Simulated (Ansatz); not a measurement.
**Energy profile**

The step: ZnHCl ([Cl][ZnH]) + HF → ZnClF + H₂; bonds formed: Zn1–F5, H2–H4; bonds broken: Zn1–H2, H4–F5 (atoms numbered as in the saddle structure below).

| atom | x (Å) | y (Å) | z (Å) |
| --- | --- | --- | --- |
| Zn1 | -0.3964 | -0.0312 | -0.3848 |
| H2 | 0.5440 | -1.0012 | 0.7481 |
| Cl3 | -1.8847 | -0.0120 | -1.8585 |
| H4 | 0.8762 | -0.0803 | 0.8820 |
| F5 | 0.8611 | 1.1246 | 0.6132 |

Electronic energies by CCSD(T) at an estimated basis limit (MP2 extrapolated from triple and quadruple zeta, plus CCSD(T) − MP2 in triple zeta), on PBE0-D4/def2-TZVP structures; ZnH2ClF, closed shell; no counterpoise correction. Program: Ansatz 0.2.0. Basis: def2-TZVPP and def2-QZVPP. Cores are frozen in the correlated methods. The 3s and 3p shells of Cu and Zn are frozen; filled d shells are correlated. Extrapolation: Hartree–Fock as exp(−7.88 √X), correlation as X^−2.97.

(1) Give the profile in kcal/mol, counted from the separated reactants. (Judge from chemistry; the value comes from the calculation.)

The T1 diagnostic stays at or below 0.016.

Results:

(1) Computed:
| point | kcal/mol |
| --- | --- |
| separated: ZnHCl (linked as [Cl][ZnH]; Zn1, H2, Cl3; singlet) + HF (H4, F5; singlet) | 0.00 |
| start structure | -3.27 |
| saddle | 13.83 |
| end structure | -11.09 |
| separated: ZnClF (linked as [F][Zn][Cl]; Zn1, Cl3, F5; singlet) + H2 (H2, H4; singlet) | -9.51 |

For scale, one of the runs: CCSD(T)/def2-TZVPP, 165 basis functions (an equivalent command: `ansatz run in.yaml --threads 4`). Time: 19 s of wall clock on 4 CPU threads; the host was shared. Peak host memory: 1.3 GiB.
